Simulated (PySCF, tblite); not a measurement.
C2H8Cl2P2Si.
Z-matrix (Å and degrees, GFN2-xTB geometry), rows numbered from 1:
```
P 
Si  1  2.2656
P   2  2.2691  1  110.69
Cl  2  2.0454  1  106.37  3  -115.62
C   2  1.9407  1  115.25  3   130.26
C   5  1.5127  2  113.47  1   -87.11
Cl  6  1.7873  5  110.68  2    56.48
H   1  1.3839  2   94.60  3   -45.52
H   1  1.3842  2   94.83  3  -138.46
H   3  1.3868  2   94.39  1   165.09
H   3  1.3838  2   94.34  1    71.95
H   5  1.0911  2  109.30  1   152.13
H   5  1.0906  2  109.17  1    35.26
H   6  1.0906  5  111.99  2   175.30
H   6  1.0908  5  111.40  2   -61.61
```

Method used: PBE0/def2-SVPD in PySCF (dipole) on a GFN2-xTB geometry, gas phase.

Take the most abundant isotopes and a rigid rotor. The values belong to one conformer with, in the numbering `[PH2:1][Si:2]([PH2:3])([Cl:4])[CH2:5][CH2:6][Cl:7]`, H–P1–Si2–P3 -46° and -138°, P1–Si2–P3–H 165° and 72°, P1–Si2–C5–C6 -87°, Si2–C5–C6–Cl7 56°.

Task: What are A, B and C (MHz)?

Result: Ia = 438.63, Ib = 749.09, Ic = 808.42 u·Å²; 505379 MHz·u·Å²/I gives A = 1152, B = 674.7, C = 625.1 MHz.

Task: What kind of rotor is it?

Result: An asymmetric top; Ray's κ = -0.812.

Task: What does the inertial defect say?

Result: Not planar: Δ = Ic − Ia − Ib = -379.30 u·Å². For a rigid frame Δ = −2 Σ m c², so Σ m c² = 189.65 u·Å² lies off the ab plane: 20.40 from hydrogen and 169.24 from heavier atoms. The atom farthest from that plane is 2.21 Å away.

Task: Give the other two planar moments, Paa and Pbb, and the rms extents of the mass along the axes.

Result: Paa = Σ m a² = (Ib + Ic − Ia)/2 = 559.44 and Pbb = Σ m b² = (Ia + Ic − Ib)/2 = 248.99 u·Å². With the mass M = 191.92 u, the rms extents √(P/M) along a, b and c are 1.71, 1.14, 0.99 Å.

Task: Where do the levels up to J = 5 lie, in K?

Result: Above 0(0,0), as E/k:
J = 1: 1(0,1) 0.062, 1(1,1) 0.085, 1(1,0) 0.088
J = 2: 2(0,2) 0.187, 2(1,2) 0.208, 2(1,1) 0.215, 2(2,1) 0.284, 2(2,0) 0.284
J = 3: 3(0,3) 0.373, 3(1,3) 0.391, 3(1,2) 0.405, 3(2,2) 0.471, 3(2,1) 0.472, 3(3,1) 0.591, 3(3,0) 0.591
J = 4: 4(0,4) 0.621, 4(1,4) 0.636, 4(1,3) 0.659, 4(2,3) 0.720, 4(2,2) 0.723, 4(3,2) 0.841, 4(3,1) 0.841, 4(4,1) 1.010, 4(4,0) 1.010
J = 5: 5(0,5) 0.930, 5(1,5) 0.941, 5(1,4) 0.976, 5(2,4) 1.032, 5(2,3) 1.037, 5(3,3) 1.154, 5(3,2) 1.154, 5(4,2) 1.322, 5(4,1) 1.322, 5(5,1) 1.538, 5(5,0) 1.538

Task: Predict some low-J microwave lines.

Result: The dipole components are |μa| = 1.89 D, |μb| = 1.39 D, |μc| = 1.51 D. Intensities carry the squares of the components, which stand as 1.00 : 0.54 : 0.64 (a : b : c). Some lines, for components of 0.1 D or more:

| type | branch | J(Ka,Kc) | MHz | lower level (cm⁻¹) |
| --- | --- | --- | --- | --- |
| c | Q | 1(1,1) ← 1(0,1) | 478 | 0.043 |
| b | Q | 1(1,0) ← 1(0,1) | 527 | 0.043 |
| b | Q | 2(1,1) ← 2(0,2) | 580 | 0.130 |
| a | R | 1(0,1) ← 0(0,0) | 1300 | 0.000 |
| b | Q | 2(2,0) ← 2(1,1) | 1436 | 0.149 |
| b | Q | 2(2,1) ← 2(1,2) | 1581 | 0.144 |
| b | R | 2(0,2) ← 1(1,1) | 2118 | 0.059 |
| a | R | 2(1,2) ← 1(1,1) | 2550 | 0.059 |
| a | R | 2(0,2) ← 1(0,1) | 2596 | 0.043 |
| a | R | 2(1,1) ← 1(1,0) | 2649 | 0.061 |
| b | R | 2(1,2) ← 1(0,1) | 3028 | 0.043 |
| c | R | 2(1,1) ← 1(0,1) | 3176 | 0.043 |
| b | R | 2(2,1) ← 1(1,0) | 4082 | 0.061 |
| c | R | 2(2,0) ← 1(1,0) | 4085 | 0.061 |
| c | R | 2(2,1) ← 1(1,1) | 4131 | 0.059 |
| b | R | 2(2,0) ← 1(1,1) | 4135 | 0.059 |

Task: Estimate the classical rotational partition function at 10 K, 50 K and 200 K.

Result: Point group C1, symmetry number σ = 1; q = (√π/σ)·√((kT/h)³/(ABC)), k/h = 20836.6 MHz/K: 7650 at 10 K, 85500 at 50 K, 684000 at 200 K.

Its GFN2-xTB frequencies are all real (lowest 35 cm⁻¹). No vibrational averaging or centrifugal distortion is included, and the geometry carries the error of its method. Quadrupole hyperfine structure (35Cl) is left out.
